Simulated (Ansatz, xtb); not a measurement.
Two isomers of C2H7BN2

We compare X, `C[NH2+][BH2-]C#N`, a singlet, with Y, `CC#[N+][BH2-]N`, a singlet. Both are isolated molecules in the gas phase, relaxed with PBE0-D3(BJ)/def2-SVP; the shapes shown needn't be the lowest conformers.

X (Å):

```yaml
atoms:
  - { symbol: C, position_ang: [-1.4304, 0.1132, -1.3183] }
  - { symbol: C, position_ang: [-0.9863, 2.8284, 0.0125] }
  - { symbol: B, position_ang: [-0.4027, 1.5059, 0.6419] }
  - { symbol: N, position_ang: [-0.2022, 0.4789, -0.5964] }
  - { symbol: N, position_ang: [-1.4210, 3.7674, -0.5147] }
  - { symbol: H, position_ang: [-2.1263, -0.3533, -0.6101] }
  - { symbol: H, position_ang: [-1.2181, -0.5774, -2.1464] }
  - { symbol: H, position_ang: [-1.8925, 1.0311, -1.7036] }
  - { symbol: H, position_ang: [0.2495, -0.3550, -0.2170] }
  - { symbol: H, position_ang: [0.4722, 0.8937, -1.2437] }
  - { symbol: H, position_ang: [0.7025, 1.6741, 1.1303] }
  - { symbol: H, position_ang: [-1.1863, 0.9740, 1.4115] }
```

Y (Å):

```xyz
12

C    -2.8663   -0.0149   -1.5428
C    -1.6208    0.5843   -1.1085
B     0.8394    1.7724   -0.1694
N    -0.6313    1.0605   -0.7614
N     0.8234    1.8494    1.2829
H    -3.4840   -0.2688   -0.6694
H    -2.6634   -0.9315   -2.1151
H    -3.4208    0.6893   -2.1796
H     0.7716    2.8432   -0.7614
H     1.6330    0.9737   -0.6529
H     0.9607    1.0213    1.8462
H     0.2602    2.5415    1.7580
```

Problem. Estimate E(Y) − E(X) at the level CCSD(T)/def2-SVP + ΔMP2/def2-TZVPP.

Solution. Calculated at CCSD(T)/def2-SVP + ΔMP2/def2-TZVPP: E(Y) − E(X) = +52.4 kJ/mol, so structure X lies lower.

How the difference moves with the method:

```json
{"level": "PBE0-D3(BJ)/def2-SVP", "geometry": "PBE0-D3(BJ)/def2-SVP", "E(Y) − E(X) (kJ/mol)": "+45.6", "departure from the last row (kJ/mol)": "−6.8", "job, with rough time for the two": "optimisation, 2.3 min"}
{"level": "HF/def2-SVP", "geometry": "PBE0-D3(BJ)/def2-SVP", "E(Y) − E(X) (kJ/mol)": "+51.2", "departure from the last row (kJ/mol)": "−1.1", "job, with rough time for the two": "part of the CCSD(T) run"}
{"level": "MP2/def2-SVP", "geometry": "PBE0-D3(BJ)/def2-SVP", "E(Y) − E(X) (kJ/mol)": "+56.2", "departure from the last row (kJ/mol)": "+3.9", "job, with rough time for the two": "part of the CCSD(T) run"}
{"level": "CCSD(T)/def2-SVP", "geometry": "PBE0-D3(BJ)/def2-SVP", "E(Y) − E(X) (kJ/mol)": "+60.5", "departure from the last row (kJ/mol)": "+8.1", "job, with rough time for the two": "single point"}
{"level": "CCSD(T)/def2-SVP + ΔMP2/def2-TZVPP", "geometry": "PBE0-D3(BJ)/def2-SVP", "E(Y) − E(X) (kJ/mol)": "+52.4", "departure from the last row (kJ/mol)": "", "job, with rough time for the two": "single point, 48 s"}
```

As drawn, Y has 1 C–C, 1 B–N in place of 1 C–N, 1 C–B.

The levels shown agree on the order. The largest departure from CCSD(T)/def2-SVP + ΔMP2/def2-TZVPP is that of CCSD(T)/def2-SVP, 8.1 kJ/mol. Levels run at GFN2-xTB geometries aren't shown. The last row adds to CCSD(T) the change of the MP2 difference between the two basis sets, here −8.1 kJ/mol.

With harmonic frequencies from PBE0-D3(BJ)/def2-SVP (ideal gas, rigid rotor, one conformer each, 298.15 K, 1 atm): on the last row, ΔE + ΔZPE = +37.8 kJ/mol. A mode under 50 cm⁻¹ makes harmonic enthalpies and free energies unreliable, so none is given.

The correlated steps freeze 5 core orbitals. Programs: Ansatz 0.2.0; the last row on 2 threads of Intel(R) Xeon(R) Processor @ 2.70GHz on a shared host.
